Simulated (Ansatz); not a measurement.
Isolated molecules relaxed with PBE0-D4/def2-TZVP in Ansatz; ΔE leaves out vibrations. CBS: MP2 limit from def2 TZ/QZ plus the TZ coupled-cluster correction, frozen cores. This one scheme is used for every species. DFT in def2-TZVPP. B3LYP here is the variant with VWN-RPA as its local correlation; programs differ in this. One conformer a species, not always the lowest.

`SB(S)S` + H₂O → `OB(S)S` + H₂S  (formal hydrolysis of a B–S bond)

Q: Is it downhill or uphill in electronic energy at CCSD(T)/CBS, and by how much? (Estimate.)

A: The calculation gave: Downhill: ΔE = -46.2 kJ/mol.

Q: What do these levels give: PBE-D4, PBE0-D4, B3LYP-D4, ωB97X-V, ωB97M-V, PBE, MP2/def2-TZVPP, SCS-MP2/def2-TZVPP, CCSD(T)/def2-TZVPP, MP2/def2-QZVPP, SCS-MP2/def2-QZVPP, HF/CBS(def2)? (Best estimate.)

A: Computed: PBE-D4 -43.3, PBE0-D4 -45.8, B3LYP-D4 -53.2, ωB97X-V -55.6, ωB97M-V -55.5, PBE -47.6, MP2/def2-TZVPP -44.2, SCS-MP2/def2-TZVPP -50.7, CCSD(T)/def2-TZVPP -51.8, MP2/def2-QZVPP -41.1, SCS-MP2/def2-QZVPP -47.9, HF/CBS(def2) -73.5 kJ/mol.

Largest T1 diagnostic among the species: 0.013.

The D4 term adds +7.4 kJ/mol with B3LYP and +3.9 kJ/mol with PBE0; it sums over pairs of atoms, weighted by their polarisabilities, and B3LYP, whose exchange is more repulsive, gets the larger term. In def2-TZVPP, CCSD(T) changes the Hartree–Fock value by +21.2 kJ/mol (the triples alone add +4.2 kJ/mol) and MP2 by +28.9 kJ/mol.
